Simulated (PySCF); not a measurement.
Species: AuCl3(PH3) (singlet state).
Bonds: Au1–Cl2, Au1–Cl3, Au1–Cl4, Au1–P5. Hydrogens: H6, H7, H8 on P5.

Computed with PBE0-D3(BJ)/def2-SVP geometry optimisation, gas phase, def2 core potentials past Kr (PySCF).

Problem. List the bond lengths and angles at this level.

Solution. 
```json
{"bond": "Au1–Cl2", "length (pm)": "232.6"}
{"bond": "Au1–Cl3", "length (pm)": "229.6"}
{"bond": "Au1–Cl4", "length (pm)": "230.8"}
{"bond": "Au1–P5", "length (pm)": "231.0"}
{"bond": "P5–H6, P5–H7, P5–H8", "length (pm)": "141.1"}
```

Bonds in one row agree within 1 pm and their mean is given. A selection of angles:
```json
{"angle": "Cl2–Au1–Cl3", "degrees": "93.8"}
{"angle": "Cl2–Au1–Cl4", "degrees": "173.6"}
{"angle": "Cl2–Au1–P5", "degrees": "83.0"}
{"angle": "Cl3–Au1–P5", "degrees": "176.9"}
{"angle": "Cl4–Au1–P5", "degrees": "90.6"}
{"angle": "Au1–P5–H6", "degrees": "114.2"}
{"angle": "Au1–P5–H8", "degrees": "116.3"}
{"angle": "H6–P5–H7", "degrees": "103.1"}
```

Au1 (gold bonded to 3 Cl and P) is square planar (angles from 83.0° to 176.9°). The Au–Cl distances run from 2.296 Å (Au1–Cl3) to 2.326 Å (Au1–Cl2), a spread of 0.030 Å. The 5 heavy atoms lie in one plane (0.003 Å rms). P5 (phosphorus bonded to Au and 3 H) is distorted tetrahedral (angles from 103.1° to 116.3°).

Point group: Cs (tolerance 0.08 Å). Stationary, but not proved a minimum.
